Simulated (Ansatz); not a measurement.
A run for Ansatz (an electronic-structure program): U-CAM-B3LYP/def2-TZVPP on TiSi, 2S+1 = 5, a spin state set in the input, which need not be the lowest, a point of a bond scan (R = 2.431 Å).

Ansatz 0.2 input:
```yaml
crystal:
  periodic: [false, false, false]
  atoms:
    - {symbol: Ti, position_ang: [0.00000000, 0.00000000, 0.00000000]}
    - {symbol: Si, position_ang: [0.00000000, 0.00000000, 2.43132900]}
basis:
  gaussian:
    orbitals: def2-TZVPP
    pivot_positions_ang: [[0.00000000, 0.00000000, 0.00000000], [0.00000000, 0.00000000, 2.43132900]]
hamiltonian:
  xc: {name: CAM-B3LYP}
magnetization: {spin_polarized: true, initial_magnetization: 4}
output: {forces: true, orbitals: {seedname: ./end}}
```

The log:

```
WARN ansatz: RAYON_NUM_THREADS=1 ignored (pool sized by the plan → 1); use --threads N
Functional definition: CAM-B3LYP
integrals: 0.04 GiB planned
786 factors; their error is unknown
integrals: 0.07 GiB planned
191 factors; integrals over basis functions are off by at most 3.0e-5 eV
mean field: 0.54 GiB planned
mean field evaluation 1: about -30985.5348 eV, gradient 2.9e1 eV
mean field evaluation 2: about -30977.6450 eV, gradient 4.9e1 eV
mean field evaluation 4: about -30988.7713 eV, gradient 3.7e0 eV
mean field evaluation 8: about -30988.9403 eV, gradient 1.5e-1 eV
mean field evaluation 16: about -30989.0468 eV, gradient 7.6e-3 eV
mean field evaluation 32: about -30988.3347 eV, gradient 4.1e0 eV
mean field -30989.04682031 eV, -1138.8264655159 hartree, gradient 2.4e-5 eV, S^2 6.011728; 5 other end points of the search recorded, 0 dependent functions left out
the calculation of the forces begins
reference -30989.04690333 eV, -1138.8264685669 hartree; 20, 16 occupied and 86, 90 virtual orbitals, 786 factors
Total energy: -30989.04690333 eV, -1138.8264685669 hartree
Atom 0 at     0.000000     0.000000     0.000000 Å, force     0.000000    -0.000000     0.174635 eV/Å
Atom 1 at     0.000000     0.000000     2.431329 Å, force    -0.000000    -0.000000    -0.174635 eV/Å
Dipole moment:     0.000000     0.000000    -0.872567 e Å
```

The calculation finished and met its thresholds.

Cost: very roughly 11 core-seconds.
